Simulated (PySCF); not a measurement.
From one molecule to another.

First species: C₅H₁₃NSi₃.
Atom-mapped SMILES: `[SiH3:1][CH2:2][C:3]1=[CH:4][Si@H:5]([NH:6][SiH3:7])[CH:8]=[CH:9]1` (hydrogens: H10, H11, H12 on Si1; H13, H14 on C2; H15 on C4; H16 on Si5; H17 on N6; H18, H19, H20 on Si7; H21 on C8; H22 on C9)

Second species: C3H11FOSi2.
SMILES: `C(C[SiH3])[Si@@H](OC)F`

Levels: PBE0/pcSseg-1 for dipole moment, HOMO energy, LUMO energy and HOMO–LUMO gap; GFN2-xTB for rotational constant A and rotational constant C. Geometries: GFN2-xTB. Each structure is a single optimised conformer of the isolated species, non-relativistic unless stated. Electronic properties by PySCF.

The conformers computed, where there is a choice (atom-mapped SMILES and torsion angles):
- `[SiH3:1][CH2:2][C:3]1=[CH:4][Si@H:5]([NH:6][SiH3:7])[CH:8]=[CH:9]1`: Si1–C2–C3–C4 99°, C4–Si5–N6–Si7 172°
- `[CH3:1][O:2][Si@@H:3]([F:4])[CH2:5][CH2:6][SiH3:7]`: C1–O2–Si3–F4 50°, O2–Si3–C5–C6 166°, Si3–C5–C6–Si7 67°

```csv
property,column X,column Y
dipole moment,1.73 D,1.00 D
HOMO energy,-8.25 eV,-6.43 eV
LUMO energy,0.66 eV,-1.51 eV
HOMO–LUMO gap,8.91 eV,4.92 eV
rotational constant A,4.113 GHz,2.292 GHz
rotational constant C,0.729 GHz,0.388 GHz
```

Task: Which column belongs to which species?

Result: Column X is the second species and column Y the first. The first has 22 atoms and 92 electrons, the second 18 and 74.

Task: How does each property change from the first species to the second?

Result: dipole moment +0.73 D; HOMO energy -1.82 eV; LUMO energy +2.17 eV; HOMO–LUMO gap +3.99 eV; rotational constant A +1.821 GHz; rotational constant C +0.341 GHz.

On the first: In atomic units the dipole is 0.39 e·bohr (1 au = 2.5417 D). A dipole of 1.00 D is allowed in C1, and pure rotational transitions are dipole-allowed.

On the second: A dipole of 1.73 D is allowed in C1, and pure rotational transitions are dipole-allowed. The dipole matches unit charges of opposite sign 0.36 Å apart (1 e·Å = 4.8032 D).
